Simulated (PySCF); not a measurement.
**From computed data to an observable: oscillator strength and radiative lifetime**

C2H7BrSi, SMILES C[SiH](C)Br.

The structure is a stationary point at PBE0-D3(BJ)/def2-SVP.

TDA-PBE/def2-SVPD (PySCF) puts the first singlet state with f over 0.02 at 6.70 eV (vertical), with the transition dipole (0.000, 0.000, -0.623) in atomic units.

Problem. Find the oscillator strength, the wavelength and the radiative lifetime that this transition would have in vacuum if emission retraced absorption.

Solution. 
|μ|² = 0.3881 au, so |μ| = 1.58 D. ΔE = 6.70/27.211 = 0.2462 hartree. f = (2/3) ΔE |μ|² = 0.064 (the program prints 0.064).
λ = 1239.84/6.70 = 185 nm; ν = 54039 cm⁻¹.
Einstein's coefficient A = 0.6670 ν² f s⁻¹ (ν in cm⁻¹) = 1.2e8 s⁻¹, so τ = 1/A = 8.1 ns. This state is S3; the lower singlets have f = 0.006, 0.017. The figure is the radiative limit of this one transition; relaxation, internal conversion, crossing to triplets and a medium change what is measured.
